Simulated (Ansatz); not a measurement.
Reaction (ligand exchange at the Si–Br bond): `F[SiH](F)Br` + `O[SiH2]O` → `O[SiH2]O[SiH](F)F` + HBr

Calculated with Ansatz (gas phase, PBE0-D4/def2-TZVP geometries, no zero-point term in ΔE). CBS: MP2 limit from def2 TZ/QZ plus the TZ coupled-cluster correction, frozen cores. Functionals use def2-TZVPP. B3LYP here is the variant with VWN-RPA as its local correlation; programs differ in this. For Br outer-core shells are correlated without core-valence functions, which leaves a few kJ/mol of doubt a bond. Scalar relativity is left out up to krypton. Each species was taken in one conformer, which may not be the lowest.

Problem. Is it downhill or uphill in electronic energy at CCSD(T)/CBS, and by how much? (Best estimate.)

Solution. The calculation gave: Downhill: ΔE = -42.9 kJ/mol.

Problem. What do these levels give: PBE-D4, PBE0-D4, ωB97X-V, B2PLYP, r2SCAN, PBE0, B3LYP, HF/def2-TZVPP, CCSD(T)/def2-TZVPP, HF/def2-QZVPP, MP2/def2-QZVPP, MP2/CBS(def2)? (An estimate is asked.)

Solution. Computed: PBE-D4 -29.4, PBE0-D4 -35.3, ωB97X-V -41.7, B2PLYP -44.8, r2SCAN -38.5, PBE0 -33.2, B3LYP -43.7, HF/def2-TZVPP -58.6, CCSD(T)/def2-TZVPP -47.9, HF/def2-QZVPP -61.1, MP2/def2-QZVPP -40.7, MP2/CBS(def2) -37.8 kJ/mol.

Largest T1 diagnostic among the species: 0.012.

From PBE to PBE0 (25 % exact exchange), in def2-TZVPP and without D4, ΔE moves by −5.9 kJ/mol. In def2-TZVPP, CCSD(T) changes the Hartree–Fock value by +10.8 kJ/mol (the triples alone add +2.6 kJ/mol) and MP2 by +15.9 kJ/mol.
